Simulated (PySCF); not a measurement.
PySCF 2.14 output of an unrestricted LDA calculation on a single atom or ion in aug-cc-pwCVTZ-X2C, with the spin-free X2C one-electron Hamiltonian (Gaussian nucleus):

```
SCF conv_tol = 1e-09
number electrons alpha = 20  beta = 18
    P. A. M. Dirac.,  Math. Proc. Cambridge Philos. Soc. 26, 376 (1930)
    F. Bloch.,  Z. Phys. 57, 545 (1929)
    S. H. Vosko, L. Wilk, and M. Nusair.,  Can. J. Phys. 58, 1200 (1980)
cycle= 1 E= -3174.95322127493  delta_E= -0.0179  |g|= 0.108  |ddm|= 0.643
cycle= 2 E= -3174.95412091164  delta_E= -0.0009  |g|= 0.0501  |ddm|= 0.154
cycle= 3 E= -3174.95433507527  delta_E= -0.000214  |g|= 0.00464  |ddm|= 0.0385
cycle= 4 E= -3174.95434067845  delta_E= -5.6e-06  |g|= 9.62e-05  |ddm|= 0.00573
cycle= 5 E= -3174.95434068393  delta_E= -5.49e-09  |g|= 6.96e-06  |ddm|= 0.00049
cycle= 6 E= -3174.95434068398  delta_E= -4.64e-11  |g|= 8.37e-07  |ddm|= 7.3e-05
converged SCF energy = -3174.95434068398  <S^2> = 2.0000528  2S+1 = 3.0000352
```

The run itself started from symmetry-adapted Hartree-Fock orbitals and held the occupation by maximum overlap, on a logarithmic radial grid, so the iterations belong to that start.

Task: Which element, charge and spin multiplicity is this?

Result: Sr (strontium, neutral), multiplicity 3; the state was [Kr] 5p2, high-spin 3P determinant (an excited configuration).
